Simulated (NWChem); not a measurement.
Isomers of C₃H₄BF₂N, each optimised at PBE0/def2-SVP with NWChem, gas phase unless a solvent is named. Flexible species stand in one conformer each, which need not be the lowest.  Relative energies count from the lowest isomer at each level and are electronic, without zero-point energy, on those geometries.

A: B(N)(C=C=CF)F
B: N1CC=C(F)B1F
C: NC=C=CB(F)F
D: C(=CNB(F)F)=C

Question: Which isomer is lowest, and do the levels agree? Levels: PBE0/def2-SVP; PBE/def2-SVP; B3LYP/def2-SVP; LDA (Slater exchange, VWN5)/def2-SVP; PBE0/def2-SVP; TPSSh/def2-SVP; r2SCAN/def2-SVP.

Answer: All put D lowest.
| quantity | A | B | C | D |
|---|---|---|---|---|
| relative energy, PBE0/def2-SVP (kcal/mol) | 38.7 | 10.0 | 21.4 | 0.0 |
| relative energy, PBE/def2-SVP (kcal/mol) | 37.4 | 11.8 | 20.6 | 0.0 |
| relative energy, B3LYP/def2-SVP (kcal/mol) | 39.2 | 16.4 | 22.0 | 0.0 |
| relative energy, LDA (Slater exchange, VWN5)/def2-SVP (kcal/mol) | 39.6 | 6.2 | 22.6 | 0.0 |
| relative energy, PBE0/def2-SVP (kcal/mol) | 38.7 | 10.0 | 21.4 | 0.0 |
| relative energy, TPSSh/def2-SVP (kcal/mol) | 38.8 | 12.2 | 22.3 | 0.0 |
| relative energy, r2SCAN/def2-SVP (kcal/mol) | 38.6 | 13.0 | 21.3 | 0.0 |
